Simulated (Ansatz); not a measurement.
C₈H₁₀, SMILES `CCc1ccccc1`, relaxed with RKS PBE-D4/def2-SVP in Ansatz 0.2.0 from a rough embedded geometry. The force threshold is 0.03 eV/Å; the program also tests the step.

Charge 0, multiplicity 1.

Start:

```xyz
18

C    -0.796   -1.725    1.739
C    -0.935   -1.470    0.241
C    -0.185   -0.232   -0.264
C     1.088   -0.369   -0.626
C     1.801    0.795   -1.125
C     1.159    2.055   -1.105
C    -0.182    2.135   -0.654
C    -0.850    0.989   -0.198
H    -1.146   -0.800    2.334
H    -1.297   -2.566    2.069
H     0.306   -1.793    1.983
H    -0.601   -2.346   -0.284
H    -1.958   -1.351    0.007
H     1.636   -1.255   -0.695
H     2.811    0.731   -1.475
H     1.678    2.960   -1.425
H    -0.659    3.117   -0.639
H    -1.869    1.125    0.118
```

**Question.** How much energy does the relaxation release, and in how many steps? (Estimate.)

**Answer.** The calculation gave: 63.20 kJ/mol, in 5 steps.

**Question.** Which bonds change most? (Estimate.)

**Answer.** The calculation gave: C3–C4 from 1.331 to 1.410 Å; C1–H10 from 1.033 to 1.109 Å; C4–H14 from 1.044 to 1.102 Å; C2–H13 from 1.056 to 1.111 Å.

**Question.** Give the relaxed structure. (An estimate is asked.)

**Answer.** Ansatz gave: 
```xyz
18

C    -0.744   -1.706    1.757
C    -0.962   -1.466    0.255
C    -0.232   -0.240   -0.249
C     1.110   -0.322   -0.675
C     1.806    0.821   -1.096
C     1.170    2.073   -1.096
C    -0.165    2.170   -0.674
C    -0.856    1.024   -0.254
H    -1.101   -0.841    2.353
H    -1.285   -2.609    2.105
H     0.333   -1.841    1.986
H    -0.621   -2.357   -0.314
H    -2.048   -1.359    0.050
H     1.614   -1.302   -0.682
H     2.850    0.733   -1.431
H     1.714    2.970   -1.428
H    -0.675    3.146   -0.678
H    -1.906    1.107    0.072
```
